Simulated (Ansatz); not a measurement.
Stepwise reaction of `[Cl][Ge]([Cl])([I])[I]` with hydrogen fluoride, as a gas-phase model of exchange steps in deposition or etching. ΔE in kJ/mol; ΔG adds harmonic PBE0-D4 terms to CCSD(T)/CBS, at 1 bar.

Gas-phase electronic energies from Ansatz, PBE0-D4/def2-TZVP geometries. CBS: MP2 limit from def2 TZ/QZ plus the TZ coupled-cluster correction, frozen cores. This one scheme is used for every species. DFT in def2-TZVPP. B3LYP here is the variant with VWN-RPA as its local correlation; programs differ in this. def2 core potentials past Kr. For Ge, I outer-core shells are correlated without core-valence functions, which leaves a few kJ/mol of doubt a bond. Scalar relativity is left out up to krypton.

```json
{"step": "2", "reaction": "`[F][Ge]([Cl])([Cl])[I]` + H–F → `[F][Ge]([F])([Cl])[Cl]` + HI", "PBE-D4": "26.8", "B3LYP-D4": "21.1", "ωB97M-V": "14.9", "CCSD(T)/CBS": "25.6", "ΔG(400 K)": "19.5"}
```

Task: Give the row of step 1, `[Cl][Ge]([Cl])([I])[I]` + H–F → `[F][Ge]([Cl])([Cl])[I]` + HI. (Estimate.)

Result: The calculation gave: 
| step | reaction | PBE-D4 | B3LYP-D4 | ωB97M-V | CCSD(T)/CBS | ΔG(400 K) |
| --- | --- | --- | --- | --- | --- | --- |
| 1 | `[Cl][Ge]([Cl])([I])[I]` + H–F → `[F][Ge]([Cl])([Cl])[I]` + HI | 27.0 | 22.6 | 16.0 | 30.3 | 19.1 |

Task: By hand: ΔE of the 2 steps together at CCSD(T)/CBS.

Result: (30.3) + (25.6) = 55.9 kJ/mol, or 28.0 kJ/mol a step.

In ΔE the steps differ by no more than 4.7 kJ/mol. All are uphill at CCSD(T)/CBS. ΔG lies between 19.1 and 19.5 kJ/mol a step. PBE-D4 differs from CCSD(T)/CBS by -3.3 to 1.2 kJ/mol a step. Only this route is followed, and other bonds may react first. Isolated molecules leave out the surface, adducts and barriers. Largest T1 diagnostic: 0.011.
